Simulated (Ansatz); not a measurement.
Relaxation of Cl$_{2}$H$_{5}$OPSn (10 atoms, charge 0, multiplicity 1), to a largest force component of 0.03 eV/Å in at most 50 steps.

Level of theory: RHF/def2-SVP in Ansatz 0.2.0.

```xyz
10
Properties=species:S:1:pos:R:3
Sn -0.378 -0.313 -0.136
O -0.150 -0.272 1.800
H -0.473 0.483 2.267
Cl 1.742 -0.363 -1.106
Cl -1.499 1.580 -0.898
H -1.201 -1.713 -0.592
P 1.524 2.434 1.407
H 2.490 2.931 2.315
H 2.393 2.360 0.297
H 1.621 1.076 1.792
```

Problem. Where does it end, and by what steps?

Solution. It converged. The force dipped under the threshold on the way, but the program's further checks kept it going. After 20 steps the energy has fallen by 0.472 eV; H10 moved furthest, 1.74 Å.

```tsv
step	energy less start (eV)	largest force component (eV/Å)	accepted
0	0.0000	0.469	yes
1	-0.2163	0.703	yes
2	-0.3092	0.702	yes
3	-0.3478	0.051	yes
4	-0.3616	0.176	yes
5	-0.3671	0.847	yes
6	-0.4060	0.303	yes
7	-0.4353	0.188	yes
8	-0.4563	0.177	yes
9	-0.4535	0.302	no
10	-0.4640	0.103	yes
11	-0.4657	0.096	yes
12	-0.4680	0.112	yes
13	-0.4697	0.017	yes
14	-0.4702	0.032	yes
15	-0.4707	0.054	yes
16	-0.4709	0.065	yes
17	-0.4711	0.045	yes
18	-0.4713	0.048	yes
19	-0.4714	0.040	yes
20	-0.4715	0.029	yes
```

```xyz
10
Properties=species:S:1:pos:R:3
Sn -0.820 -0.594 -0.308
O -0.776 -0.242 1.593
H -0.209 0.457 1.895
Cl 1.382 -0.722 -1.091
Cl -1.785 1.231 -1.404
H -1.669 -2.013 -0.625
P 2.029 2.239 1.796
H 2.274 3.287 2.708
H 2.365 2.961 0.633
H 3.277 1.599 1.951
```

Whether the end is a true minimum wasn't checked by a vibrational analysis.

Time of the run: 58 s on 2 threads of Arm Neoverse V1, with other jobs on the host, peak memory 0.32 GiB.
